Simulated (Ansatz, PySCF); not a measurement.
Gas-phase reaction R1 + R2 → P1 + P2, each structure at its B3LYP-D3(BJ)/def2-TZVP stationary point, reached from a drawn start (curvature not checked).
R1: Cl2CrO2 (SMILES [O]=[Cr](=[O])([Cl])[Cl]), charge 0, multiplicity 1.
P1, ClCrHO2 (SMILES [O]=[CrH](=[O])[Cl]) (charge 0, multiplicity 1, Z-matrix in Å and degrees):
```
Cr
O 1 1.5527
O 1 1.5527 2 111.88
H 1 1.5589 2 100.60 3 -106.06
Cl 1 2.1087 2 116.61 4 -116.12
```
R2: H2 (SMILES [H][H]), charge 0, multiplicity 1.
P2, HCl (SMILES Cl) (charge 0, multiplicity 1):
| atom | x (Å) | y (Å) | z (Å) |
|---|---|---|---|
| Cl | 0.0000 | 0.0000 | 0.6410 |
| H | 0.0000 | 0.0000 | -0.6410 |

P less R. No zero-point or thermal terms; no spin–orbit coupling.

Frozen-core correlation throughout.

Run with Ansatz (Gaussian orbitals); PySCF for the D3/D4 terms. All values are computed, each at the level named.

```csv
level,reaction energy (kcal/mol)
BLYP-D3(BJ)/def2-TZVPP,24.58
revPBE-D4/def2-TZVPP,25.21
B3LYP-D4/def2-TZVPP,20.37
CAM-B3LYP/def2-TZVPP,14.59
CAM-B3LYP-D3(BJ)/def2-TZVPP,15.72
CAM-B3LYP-D4/def2-TZVPP,15.84
MP2/def2-SVP,47.93
CCSD/def2-SVP,8.40
CCSD/def2-TZVPP,(withheld)
```

Question: Some entries are withheld; supply them.

Answer: 
- CCSD/def2-TZVPP, reaction energy (kcal/mol): 10.05

Ansatz is an electronic-structure program.
